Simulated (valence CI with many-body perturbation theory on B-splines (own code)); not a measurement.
Values are calculated unless marked as measured or tabulated.
Hyperfine factors and g values of Pr XXXVI

Level of theory: relativistic CI+MBPT: six valence electrons over a frozen Dirac-Fock core [Ar], radial functions for each j: 7 s, 7 p, 8 d, 6 f, 4 g, 1 h, with the one-electron correlation potential Σ1, the two-electron term Σ2, the three-electron term Σ3, Breit, model QED; selected CI, second order for the rest, scaled by the run's own slope (own B-spline code, finite nucleus).

No measured spectrum was set against this ion. As an estimate, large intervals hold to a few tenths of a per cent, small ones and those within an open d or f shell to about a per cent. Core correlation moves these levels by up to 6800 cm⁻¹, and in measured spectra 5 to 20 % of such shifts remained as error; rates that hang on mixing are uncertain with them. Among the levels kept, up to 1000 cm⁻¹ of a level comes from second order outside the variational space, and about a tenth of that is noise between levels of different J, which matters for small intervals. Only levels of the ground parity were solved; by the run's estimate the other parity begins above the list, which can be wrong where configurations are misplaced.

A/g_I is the dipole constant over the nuclear g factor μ/I (μ in nuclear magnetons, uniformly magnetised nucleus), B/Q the quadrupole constant per barn. Both hold the static response of the core; the bare values leave it out. Large factors of s and p1/2 electrons are usually good to 5 to 10 %; those of open d and f shells near neutrality can be off by tens of per cent, and small factors of p3/2, d and f electrons come from cancelling terms and can be off by a factor of two or in sign, in half-filled shells by more. B is blank for J = 1/2, where it vanishes, and for nearly pure S terms. Energies count from the lowest level. Levels with J = 0 are left out.

Levels are named by their leading jj configuration (3d3/2^4 stands for four electrons in 3d with j = 3/2), which in mixed levels can hold well under half, so a name can repeat and another be missing. Letters in brackets count levels of one name in rising energy.

| Level | E (eV) | g | A/g_I (MHz) | A/g_I bare | B/Q (MHz/b) | B/Q bare |
| --- | --- | --- | --- | --- | --- | --- |
| (3d3/2^4 3d5/2^2) J=4 | 0.000 | 1.321 | 14900 | 15500 | 29400 | 29900 |
| (3d3/2^4 3d5/2^2) J=2 | 5.299 | 1.341 | 14800 | 15400 | -12800 | -12900 |
| (3d3/2^3 3d5/2^3) J=3 [a] | 17.616 | 1.406 | 9100 | 9810 | 4090 | 4150 |
| (3d3/2^3 3d5/2^3) J=1 [a] | 20.878 | 1.380 | 13700 | 14300 | -10800 | -11000 |
| (3d3/2^3 3d5/2^3) J=4 [a] | 20.891 | 1.137 | 17800 | 18100 | 22400 | 22800 |
| (3d3/2^3 3d5/2^3) J=5 | 26.338 | 1.123 | 20700 | 21000 | 12200 | 12400 |
| (3d3/2^3 3d5/2^3) J=6 | 26.381 | 1.115 | 22800 | 23100 | -24300 | -24700 |
| (3d3/2^3 3d5/2^3) J=2 | 30.519 | 0.926 | 28200 | 28200 | -21000 | -21300 |
| (3d3/2^3 3d5/2^3) J=3 [b] | 31.228 | 1.038 | 25600 | 25800 | 13500 | 13600 |
| (3d3/2^2 3d5/2^4) J=2 [a] | 37.803 | 1.233 | 16400 | 16800 | 11100 | 11300 |
| (3d3/2^3 3d5/2^3) J=4 [b] | 39.720 | 1.024 | 25800 | 25900 | -12000 | -12300 |
| (3d3/2^3 3d5/2^3) J=1 [b] | 40.283 | 0.982 | 19200 | 19200 | 19600 | 19900 |
| (3d3/2^2 3d5/2^4) J=2 [b] | 42.370 | 1.327 | 9070 | 9660 | 16600 | 16900 |
| (3d3/2^3 3d5/2^3) J=3 [c] | 43.517 | 1.082 | 24800 | 25000 | -33000 | -33500 |
| (3d3/2^2 3d5/2^4) J=4 [a] | 46.055 | 1.089 | 22400 | 22600 | 1880 | 1940 |
| (3d3/2^2 3d5/2^4) J=5 | 48.775 | 1.098 | 23400 | 23600 | -19700 | -20000 |
| (3d3/2^2 3d5/2^4) J=3 [a] | 49.334 | 1.194 | 15500 | 15800 | -17800 | -18100 |
| (3d3/2^2 3d5/2^4) J=6 | 51.747 | 1.039 | 25500 | 25600 | -30000 | -30500 |
| (3d3/2^2 3d5/2^4) J=3 [b] | 52.912 | 0.931 | 29900 | 29900 | 2610 | 2650 |
| (3d3/2^2 3d5/2^4) J=1 | 57.092 | 1.120 | 23800 | 24000 | -7750 | -7880 |
| (3d3/2^2 3d5/2^4) J=4 [b] | 58.227 | 1.054 | 26100 | 26300 | -1550 | -1580 |
| (3d3/2^2 3d5/2^4) J=2 [c] | 58.428 | 1.050 | 25100 | 25300 | -17300 | -17600 |
| (3d3/2^2 3d5/2^4) J=2 [d] | 66.259 | 0.807 | 35500 | 35200 | -7660 | -7770 |
| (3d3/2^2 3d5/2^4) J=4 [c] | 68.240 | 1.161 | 19300 | 19700 | -27400 | -27900 |
| (3d3/2 3d5/2^5) J=1 | 68.270 | 1.495 | -2420 | -1570 | -6940 | -7050 |
| (3d3/2 3d5/2^5) J=4 | 79.049 | 1.021 | 25900 | 26000 | -19700 | -20000 |
| (3d3/2 3d5/2^5) J=2 | 82.481 | 1.266 | 16200 | 16700 | -29400 | -29900 |
| (3d3/2 3d5/2^5) J=3 | 83.650 | 1.062 | 24200 | 24300 | -34600 | -35200 |
| (3d3/2^2 3d5/2^4) J=2 [e] | 83.686 | 0.999 | 27000 | 27000 | 30700 | 31200 |

Question: Take the isotope of mass number 141, with I = 5/2, μ = 4.266 μN and Q = -0.0589 b. What is the hyperfine structure of (3d3/2^4 3d5/2^2) J=2?

Answer: From the table A = 25200 MHz, B = 752 MHz. Shifts from the centre of gravity in MHz: F = 1/2: -176000, F = 3/2: -138000, F = 5/2: -75800, F = 7/2: 12300, F = 9/2: 126000.
